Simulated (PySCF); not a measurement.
Radial density of Fe¹²⁺ (iron, charge +12)

B2PLYP, [Ne] 3s2 3p2, high-spin 3P determinant. Calculation: PySCF 2.14, in an even-tempered Gaussian basis (19 s from 0.69 bohr⁻², ratio 2.5; 12 p from 0.9 bohr⁻², ratio 2.5; 5 d from 5 bohr⁻², ratio 2.7; 4 f from 7.5 bohr⁻², ratio 2.7); the spin-free X2C one-electron Hamiltonian (Gaussian nucleus).

| r (bohr) | 4πr²ρ (e/bohr) | 4πr²(ρα − ρβ) |
| --- | --- | --- |
| 0.00114 | 0.2613 | 0.0000 |
| 0.00192 | 0.6659 | 0.0000 |
| 0.00324 | 1.657 | 0.0000 |
| 0.00544 | 3.954 | 0.0001 |
| 0.00916 | 8.776 | 0.0008 |
| 0.0154 | 17.21 | 0.0051 |
| 0.0259 | 27.38 | 0.0304 |
| 0.0436 | 31.26 | 0.1500 |
| 0.0733 | 25.08 | 0.5429 |
| 0.123 | 27.46 | 1.1179 |
| 0.207 | 33.54 | 0.5920 |
| 0.349 | 13.90 | 0.3124 |
| 0.587 | 7.781 | 3.4144 |
| 0.987 | 2.878 | 1.4273 |
| 1.66 | 0.04026 | 0.0232 |
| 2.79 | 1.462e-05 | 0.0000 |

Densities and radii are taken from the X2C orbitals without a picture-change correction, which distorts them close to the nucleus.
